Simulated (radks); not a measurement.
Kinetic energies: the exact non-interacting value of the Kohn-Sham orbitals and orbital-free approximations, as 100 (|E| - |E exact|)/|E exact|, negative where the magnitude is too small. Species: In46+ [He] 2s1; Tc2+ [Kr] 4d5; O+ [He] 2s2 2p3; S4+ [Ne] 3s2. All-electron calculation, non-relativistic Kohn-Sham, PBE, spin-polarised, spherical densities, point nucleus. Program: a radial shooting solver on a logarithmic mesh with Libxc functionals. Every spin shell is full or empty, so the densities are truly spherical. Functionals are evaluated on that one density, not self-consistently.

| functional | In46+ | Tc2+ | O+ | S4+ |
|---|---|---|---|---|
| exact (hartree) | 2650.87 | 4203.72 | 74.3334 | 393.280 |
| Thomas-Fermi | -9.97 | -5.53 | -8.93 | -7.33 |
| von Weizsacker | -7.64 | -56.28 | -21.34 | -38.33 |
| TF + vW | +82.39 | +38.19 | +69.73 | +54.34 |
| TF + vW/9 | +0.30 | -0.67 | -0.19 | -0.47 |
| TF + vW/5 | +8.51 | +3.21 | +6.80 | +5.01 |
| LC94 | +0.10 | +0.08 | +0.13 | +0.21 |
| APBEK | +0.05 | +0.14 | +0.21 | +0.33 |
| revAPBEK | +0.86 | +0.34 | +0.82 | +0.70 |
| Perdew 92 | +0.32 | -0.66 | -0.17 | -0.46 |
| Thakkar | +0.27 | -0.50 | +0.18 | +0.01 |
| Pearson | -4.12 | -0.96 | -2.98 | -1.58 |
| LKT | +54.34 | +20.38 | +43.37 | +31.28 |
| PG1 | +47.18 | +16.05 | +36.59 | +25.39 |
| DePristo-Kress | -0.19 | -0.06 | -0.61 | +0.09 |
| Ernzerhof | +3.12 | -0.36 | +1.20 | +0.18 |
